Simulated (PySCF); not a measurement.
## Two-dimensional NMR puzzle

Compound of formula C$_{6}$H$_{6}$F$_{3}$N. Correlations simulated from computed shifts and the bond graph:

HSQC (one-bond C–H):
```tsv
δH	δC
7.41	168.3
2.70	30.6
1.23	15.0
```

COSY cross peaks (H two or three bonds apart, from the bond graph; peaks can be absent where the dihedral angle is near 90°):
```tsv
δH	δH
7.41	2.70
2.70	1.23
```

HMBC (two and three bonds, from the bond graph):
```tsv
δH	δC
7.41	130.8, 117.3, 112.5, 30.6, 15.0
2.70	168.3, 112.5, 15.0
1.23	168.3, 30.6
```

Carbons without hydrogens: δ 130.8, 117.3, 112.5.

Calculated, not measured (PySCF 2.14.0 with density-fitted response routines): GIAO PBE0/pcSseg-1 shieldings, structure optimised with GFN2-xTB. Non-relativistic Hamiltonian, fast rotation and ring inversion assumed for equivalent nuclei, one conformer, no solvent model.

References, each an isolated molecule treated in the same way: ¹H and ¹³C against TMS.

Exchangeable hydrogens are left out of these lists.

Question: Which molecule is this?

Answer: `CC/C=C(\C#N)C(F)(F)F`.

Mapped SMILES: `[CH3:1][CH2:2]/[CH:3]=[C:4](\[C:5]#[N:6])[C:7]([F:8])([F:9])[F:10]`; H(Xn) means a hydrogen on atom n.

1. δC 168.3 is C3, an alkene CH (δH 7.41).
2. δC 130.8 is C7, a CF3 carbon.
3. δC 117.3 is C5, a nitrile carbon.
4. δC 112.5 is C4, a fully substituted alkene carbon.
5. δC 30.6 is C2, an allylic sp3 CH2 (δH 2.70).
6. δC 15.0 is C1, a methyl carbon (δH 1.23).
7. HMBC from δH 7.41 reaches the proton-free carbons C7, C5, C4.
8. HMBC from δH 2.70 reaches the proton-free carbon C4.
9. COSY links 7.41–2.70, 2.70–1.23.

The shifts were computed for this structure.

Shifts are as computed. Against solution values, carbons near 30 ppm lie about +3 ppm off and those near 130 ppm about +5 ppm. Of 1211 compounds with measured shifts, 218 miss one by over three times the rms of a fit or turn the order of signals round; such compounds aren't used in these exercises.
